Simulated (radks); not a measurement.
Trend from Rb3+ to Xe3+: ionisation energy by Delta-SCF between NIST ground configurations, and size. Calculated with a radial shooting solver on a logarithmic mesh with Libxc functionals: Dirac Kohn-Sham, PBE, spin-unpolarised, spherical densities, finite nucleus; open shells fill j = l - 1/2 first; Fermi nuclear charge, rms radius of each element as measured or else 0.836 A^(1/3) + 0.57 fm.

[
 {"species": "Rb3+", "configuration": "[Ar] 3d10 4s2 4p4", "IE (eV)": "53.122", "NIST (eV)": "52.2", "kind": "semi-emp.", "-e(HOMO) (eV)": "46.323 (4p3/2)", "outermost": "4p3/2", "<r> outermost (bohr)": "1.58", "r at 0.001 e/bohr^3 (bohr)": "3.21"},
 {"species": "Sr3+", "configuration": "[Ar] 3d10 4s2 4p5", "IE (eV)": "56.835", "NIST (eV)": "56.280", "kind": "semi-emp.", "-e(HOMO) (eV)": "49.710 (4p3/2)", "outermost": "4p3/2", "<r> outermost (bohr)": "1.50", "r at 0.001 e/bohr^3 (bohr)": "3.15"},
 {"species": "Zr3+", "configuration": "[Kr] 4d1", "IE (eV)": "34.325", "NIST (eV)": "34.418", "kind": "exp.", "-e(HOMO) (eV)": "28.291 (4d3/2)", "outermost": "4d3/2", "<r> outermost (bohr)": "1.83", "r at 0.001 e/bohr^3 (bohr)": "3.24"},
 {"species": "Nb3+", "configuration": "[Kr] 4d2", "IE (eV)": "37.020", "NIST (eV)": "37.61", "kind": "exp.", "-e(HOMO) (eV)": "30.689 (4d3/2)", "outermost": "4d3/2", "<r> outermost (bohr)": "1.71", "r at 0.001 e/bohr^3 (bohr)": "3.29"},
 {"species": "Mo3+", "configuration": "[Kr] 4d3", "IE (eV)": "39.626", "NIST (eV)": "40.3", "kind": "semi-emp.", "-e(HOMO) (eV)": "33.006 (4d3/2)", "outermost": "4d3/2", "<r> outermost (bohr)": "1.60", "r at 0.001 e/bohr^3 (bohr)": "3.29"},
 {"species": "Tc3+", "configuration": "[Kr] 4d4", "IE (eV)": "42.164", "NIST (eV)": "41", "kind": "theory", "-e(HOMO) (eV)": "35.259 (4d3/2)", "outermost": "4d3/2", "<r> outermost (bohr)": "1.51", "r at 0.001 e/bohr^3 (bohr)": "3.26"},
 {"species": "Ru3+", "configuration": "[Kr] 4d5", "IE (eV)": "44.236", "NIST (eV)": "45", "kind": "theory", "-e(HOMO) (eV)": "37.093 (4d5/2)", "outermost": "4d5/2", "<r> outermost (bohr)": "1.45", "r at 0.001 e/bohr^3 (bohr)": "3.22"},
 {"species": "Rh3+", "configuration": "[Kr] 4d6", "IE (eV)": "46.651", "NIST (eV)": "42", "kind": "theory", "-e(HOMO) (eV)": "39.233 (4d5/2)", "outermost": "4d5/2", "<r> outermost (bohr)": "1.37", "r at 0.001 e/bohr^3 (bohr)": "3.18"},
 {"species": "Pd3+", "configuration": "[Kr] 4d7", "IE (eV)": "49.029", "NIST (eV)": "46", "kind": "theory", "-e(HOMO) (eV)": "41.341 (4d5/2)", "outermost": "4d5/2", "<r> outermost (bohr)": "1.31", "r at 0.001 e/bohr^3 (bohr)": "3.13"},
 {"species": "Ag3+", "configuration": "[Kr] 4d8", "IE (eV)": "51.378", "NIST (eV)": "49", "kind": "theory", "-e(HOMO) (eV)": "43.422 (4d5/2)", "outermost": "4d5/2", "<r> outermost (bohr)": "1.25", "r at 0.001 e/bohr^3 (bohr)": "3.08"},
 {"species": "Cd3+", "configuration": "[Kr] 4d9", "IE (eV)": "53.701", "NIST (eV)": "51", "kind": "theory", "-e(HOMO) (eV)": "45.481 (4d5/2)", "outermost": "4d5/2", "<r> outermost (bohr)": "1.20", "r at 0.001 e/bohr^3 (bohr)": "3.03"},
 {"species": "In3+", "configuration": "[Kr] 4d10", "IE (eV)": "56.004", "NIST (eV)": "55.45", "kind": "exp.", "-e(HOMO) (eV)": "47.522 (4d5/2)", "outermost": "4d5/2", "<r> outermost (bohr)": "1.16", "r at 0.001 e/bohr^3 (bohr)": "2.98"},
 {"species": "Sn3+", "configuration": "[Kr] 4d10 5s1", "IE (eV)": "41.122", "NIST (eV)": "40.74", "kind": "exp.", "-e(HOMO) (eV)": "35.952 (5s1/2)", "outermost": "5s1/2", "<r> outermost (bohr)": "2.12", "r at 0.001 e/bohr^3 (bohr)": "3.33"},
 {"species": "Sb3+", "configuration": "[Kr] 4d10 5s2", "IE (eV)": "44.290", "NIST (eV)": "43.80", "kind": "exp.", "-e(HOMO) (eV)": "38.895 (5s1/2)", "outermost": "5s1/2", "<r> outermost (bohr)": "2.02", "r at 0.001 e/bohr^3 (bohr)": "3.45"},
 {"species": "Te3+", "configuration": "[Kr] 4d10 5s2 5p1", "IE (eV)": "37.334", "NIST (eV)": "37.416", "kind": "exp.", "-e(HOMO) (eV)": "32.341 (5p1/2)", "outermost": "5p1/2", "<r> outermost (bohr)": "2.18", "r at 0.001 e/bohr^3 (bohr)": "3.59"},
 {"species": "I3+", "configuration": "[Kr] 4d10 5s2 5p2", "IE (eV)": "40.318", "NIST (eV)": "40.36", "kind": "exp.", "-e(HOMO) (eV)": "35.067 (5p1/2)", "outermost": "5p1/2", "<r> outermost (bohr)": "2.07", "r at 0.001 e/bohr^3 (bohr)": "3.62"},
 {"species": "Xe3+", "configuration": "[Kr] 4d10 5s2 5p3", "IE (eV)": "41.567", "NIST (eV)": "42.2", "kind": "exp.", "-e(HOMO) (eV)": "36.234 (5p3/2)", "outermost": "5p3/2", "<r> outermost (bohr)": "2.03", "r at 0.001 e/bohr^3 (bohr)": "3.63"}
]

Reference values: NIST Atomic Spectra Database (exp. = measured, semi-emp. = semi-empirical, theory = theoretical value adopted there). Spin polarisation and multiplet splitting are left out, so open shells lie too high by an amount that depends on their filling.

Beside tabulated values, note that spin-unpolarised runs miss the spin-polarisation part of the exchange energy of open shells.
